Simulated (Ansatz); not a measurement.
Problem. Predict a relaxed structure of SbH2(SiH3) (SiSbH₅), charge 0, singlet, at r2SCAN-D4/def2-TZVP (Ansatz).

Solution. 
```csv
atom,x (Å),y (Å),z (Å)
Sb1,0.4448,-1.6448,-0.1968
H2,-1.1127,-1.9265,0.4502
H3,-0.2110,-1.4326,-1.7611
Si4,0.2300,0.8778,0.2925
H5,-1.0140,1.4789,-0.2493
H6,1.4004,1.5746,-0.3000
H7,0.2626,1.0727,1.7645
```
 This is one stationary point.

In the def2 sets Sb takes a core potential; there is no spin–orbit coupling.
